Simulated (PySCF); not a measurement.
Species: C₇H₇F (charge +1 and doublet state).
Cartesian coordinates in Å at the GFN2-xTB level; atoms count from 1:
```xyz
15
C7H7F angstrom
C     -0.9593   -2.0912    1.7058
C     -0.6292   -1.6087    0.6414
C     -0.2342   -1.0517   -0.5795
C      1.2562   -0.6585   -0.8306
C      0.2873    0.3828   -0.5698
C      0.1063    1.6002    0.2217
C     -0.2917    1.6024   -1.2515
F     -1.5962    1.6107   -1.5288
H     -1.2409   -2.5440    2.6167
H     -0.7923   -1.3917   -1.4459
H      1.5735   -0.8787   -1.8427
H      1.9919   -0.8827   -0.0690
H      0.9768    2.1602    0.5338
H     -0.7349    1.6632    0.9024
H      0.2823    2.0958   -2.0314
```

Identity: `[CH+]=[C][C@@H]1C[C@]12C[C@@H]2F` [radical] (charge +1).

Computed, not measured: PySCF, UKS B3LYP, pcH-1 on C F H, non-relativistic, mean-field spin-orbit, GIAO. Geometry: GFN2-xTB; no solvent, vibrations or thermal averaging. The geometry wasn't refined by DFT: couplings that depend on bond lengths, twists or pyramidal angles can differ widely from those at the functional's own minimum, by a factor of two or more for some ions and for spin on atoms past the first row. Stability of the SCF solution: not tested.

Question: What is the g tensor, term by term?

Answer: 
| Δg (ppt) | 1 | 2 | 3 |
| --- | --- | --- | --- |
| relativistic mass correction | -0.17 | -0.17 | -0.17 |
| gauge correction | 0.01 | 0.02 | 0.02 |
| orbital Zeeman/spin–orbit | 0.80 | 4.63 | 7.12 |
| total | 0.64 | 4.48 | 6.97 |

So g = 2.00296, 2.00680, 2.00929 and g_iso = 2.00635; the tensor is rhombic: the two nearest values differ by 39 % of g3 − g1. Axes: g2 points within 6° of the C7–F8 bond.

Question: What are the electron Larmor frequencies g μB B/h along the three axes at 1200 mT?

Answer: 33.6406, 33.7052, 33.7469 GHz for g1, g2 and g3, a range of 106.3 MHz.

Question: At 33.913 GHz, how far is the centre of the isotropic spectrum from where a free electron (g = 2.002319) resonates?

Answer: B = hν/(g μB) with μB/h = 13.99624 MHz/mT gives 1210.10 mT for the free electron and 1207.67 mT at g_iso, 2.43 mT lower.

Question: In a frozen sample, at which fields do the three g values resonate at 9.5, 34, 94 and 263 GHz (hyperfine left aside), and which band first spreads them over more than twice a line width of 0.3 mT?

Answer: 
```
band    GHz  B(g3) mT  B(g2) mT  B(g1) mT  spread mT
   X    9.5    337.81    338.23    338.88       1.07
   Q   34.0   1209.00   1210.50   1212.82       3.82
   W   94.0   3342.53   3346.67   3353.09      10.56
   J  263.0   9351.96   9363.54   9381.51      29.55
```

The spread grows in proportion to the frequency. X band is the first where it exceeds 0.6 mT.

The largest Mulliken spin populations are on C1 (+0.42), C3 (+0.18), C7 (+0.15) and C4 (+0.10).

The HOMO–LUMO gaps are 7.47 eV among the α and 2.09 eV among the β orbitals.

The SMILES draws the unpaired electron on C2; the largest computed Mulliken spin population is on C1 (0.42 against 0.01).
